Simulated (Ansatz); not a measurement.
Consider the redistribution: `F[SiH](Cl)[SiH2]Cl` + `B[SiH](O)F` → `O[Si@H](Cl)[Si@H](F)Cl` + `B[SiH2]F`.

Computed with Ansatz on PBE0-D4/def2-TZVP structures; ΔE is electronic, products minus reactants. CCSD(T)/CBS adds triple-zeta CCSD(T) − MP2 to the extrapolated MP2 energy (def2 sets, frozen cores). Functionals use def2-TZVPP. B3LYP here is the variant with VWN-RPA as its local correlation; programs differ in this. Each species was taken in one conformer, which may not be the lowest.

`F[SiH](Cl)[SiH2]Cl`:

Cartesian coordinates in Å:
```
F 0.479 2.007 0.911
Si -0.395 1.087 -0.055
Cl -0.138 1.746 -1.976
Si 0.374 -1.122 0.043
Cl 0.054 -1.847 1.943
H -1.816 1.276 0.311
H -0.383 -1.962 -0.917
H 1.824 -1.185 -0.258
```

`B[SiH](O)F`:

```xyz
8

B    -0.745   -1.155   -0.107
Si    0.454    0.367    0.451
O     0.127    1.725   -0.407
F     1.950   -0.143    0.164
H    -1.364   -1.825    0.664
H    -0.862   -1.415   -1.270
H     0.411    0.802    1.864
H     0.029    1.643   -1.358
```

`O[Si@H](Cl)[Si@H](F)Cl`:

```xyz
9

O     1.614    1.138    0.474
Si   -0.011    1.031    0.331
Cl   -0.942    0.918    2.159
Si   -0.552   -0.967   -0.778
F    -2.083   -1.357   -0.571
Cl    0.615   -2.401    0.120
H     2.080    0.381    0.837
H    -0.447    2.274   -0.340
H    -0.275   -1.018   -2.232
```

`B[SiH2]F`:

```xyz
7

B     0.849   -0.016   -0.853
Si   -0.561    0.009    0.564
F    -0.664   -1.363    1.395
H     1.560   -0.950   -1.074
H     0.992    0.966   -1.523
H    -1.896    0.256   -0.049
H    -0.280    1.098    1.541
```

```json
{"level": "PBE-D4", "ΔE (kcal/mol)": "0.8", "difference from CCSD(T)/CBS": "-1.0"}
{"level": "r2SCAN-D4", "ΔE (kcal/mol)": "0.9", "difference from CCSD(T)/CBS": "-0.9"}
{"level": "PBE0-D4", "ΔE (kcal/mol)": "1.2", "difference from CCSD(T)/CBS": "-0.6"}
{"level": "B3LYP-D4", "ΔE (kcal/mol)": "1.0", "difference from CCSD(T)/CBS": "-0.8"}
{"level": "B2PLYP", "ΔE (kcal/mol)": "1.9", "difference from CCSD(T)/CBS": "0.1"}
{"level": "PBE", "ΔE (kcal/mol)": "1.4", "difference from CCSD(T)/CBS": "-0.4"}
{"level": "PBE0", "ΔE (kcal/mol)": "1.7", "difference from CCSD(T)/CBS": "-0.1"}
{"level": "B3LYP", "ΔE (kcal/mol)": "1.9", "difference from CCSD(T)/CBS": "0.1"}
{"level": "HF/def2-TZVPP", "ΔE (kcal/mol)": "2.8", "difference from CCSD(T)/CBS": "1.0"}
{"level": "MP2/def2-TZVPP", "ΔE (kcal/mol)": "1.8", "difference from CCSD(T)/CBS": "0.0"}
{"level": "CCSD/def2-TZVPP", "ΔE (kcal/mol)": "2.2", "difference from CCSD(T)/CBS": "0.4"}
{"level": "HF/def2-QZVPP", "ΔE (kcal/mol)": "2.8", "difference from CCSD(T)/CBS": "1.0"}
{"level": "MP2/def2-QZVPP", "ΔE (kcal/mol)": "1.7", "difference from CCSD(T)/CBS": "-0.1"}
{"level": "SCS-MP2/def2-QZVPP", "ΔE (kcal/mol)": "2.0", "difference from CCSD(T)/CBS": "0.2"}
{"level": "HF/CBS(def2)", "ΔE (kcal/mol)": "2.8", "difference from CCSD(T)/CBS": "1.0"}
{"level": "MP2/CBS(def2)", "ΔE (kcal/mol)": "1.6", "difference from CCSD(T)/CBS": "-0.2"}
{"level": "CCSD(T)/CBS", "ΔE (kcal/mol)": "1.8", "difference from CCSD(T)/CBS": "0"}
```

Largest T1 diagnostic among the species: 0.012.

The D4 term adds −0.9 kcal/mol with B3LYP and −0.5 kcal/mol with PBE0; it sums over pairs of atoms, weighted by their polarisabilities, and B3LYP, whose exchange is more repulsive, gets the larger term. In def2-TZVPP, CCSD(T) changes the Hartree–Fock value by −0.8 kcal/mol (the triples alone add −0.2 kcal/mol) and MP2 by −1.0 kcal/mol.

CCSD(T)/CBS has its own doubt, a few kJ/mol and more with outer-core shells, so smaller differences from it don't rank the levels.
